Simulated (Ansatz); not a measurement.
Ansatz results at the PBE0-D4/def2-TZVP geometry: HOMO energy (ωB97M-V/def2-TZVPP) -9.60 eV; LUMO energy (ωB97M-V/def2-TZVPP) 1.90 eV; size of the dipole moment (PBE/def2-TZVPP) 2.53 D.

Each molecule was computed in one conformer, which needn't be the lowest.

Problem. Which molecule gave them?
A. `CO[SiH2][SiH2]O`
B. `C[Si](O)(O)[SiH3]`
C. `OC[SiH2]O[SiH3]`
D. `Cl[SiH2]Br`

Solution. B. The others give `OC[SiH2]O[SiH3]`: -10.48, 1.74, 2.26; `CO[SiH2][SiH2]O`: -9.76, 1.01, 1.71; `Cl[SiH2]Br`: -10.91, 1.57, 1.01.
